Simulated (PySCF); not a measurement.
**C₆ coefficients of unlike pairs at M06-L**

Calculated with PySCF 2.14 from the dipole response of each species, C₆(A,B) = (3/π) ∫ α_A(iu) α_B(iu) du, in atomic units, from isotropic polarisabilities. For ions this is the dispersion term alone; charge-induced terms of lower order in 1/R come first.

```json
{"species": "Ca⁺", "configuration": "[Ar] 4s1 (2S)", "basis": "aug-cc-pVDZ-X2C (6s5p3d)", "relativity": "spin-free X2C", "α (bohr³)": "64.27", "C₆ (like pair)": "436.3"}
{"species": "Si⁺", "configuration": "[Ne] 3s2 3p1 (2P)", "basis": "aug-cc-pV(T+d)Z (6s5p4d2f)", "relativity": "none", "α (bohr³)": "18.78", "C₆ (like pair)": "101.3"}
{"species": "Sb", "configuration": "[Kr] 4d10 5s2 5p3 (4S)", "basis": "aug-cc-pVDZ-PP with ECP28MDF (5s4p3d)", "relativity": "core potential", "α (bohr³)": "47.71", "C₆ (like pair)": "532.5"}
{"species": "Mn³⁺", "configuration": "[Ar] 3d4 (5D)", "basis": "aug-cc-pVTZ-DK (8s7p5d3f2g)", "relativity": "spin-free X2C", "α (bohr³)": "1.939", "C₆ (like pair)": "4.859"}
```

Question: Estimate C₆ for Sb with Si⁺.

Answer: The integral gives 231.4. The combination rule 2 C_A C_B / (C_A α_B/α_A + C_B α_A/α_B) gives 231.0 and the geometric mean 232.3.

No spin-orbit coupling is included.

The other pairs:

```json
{"pair": "Mn³⁺, Ca⁺", "C₆": "27.53"}
{"pair": "Sb, Ca⁺", "C₆": "452.5"}
{"pair": "Mn³⁺, Sb", "C₆": "37.31"}
{"pair": "Si⁺, Ca⁺", "C₆": "191.3"}
{"pair": "Mn³⁺, Si⁺", "C₆": "17.19"}
```
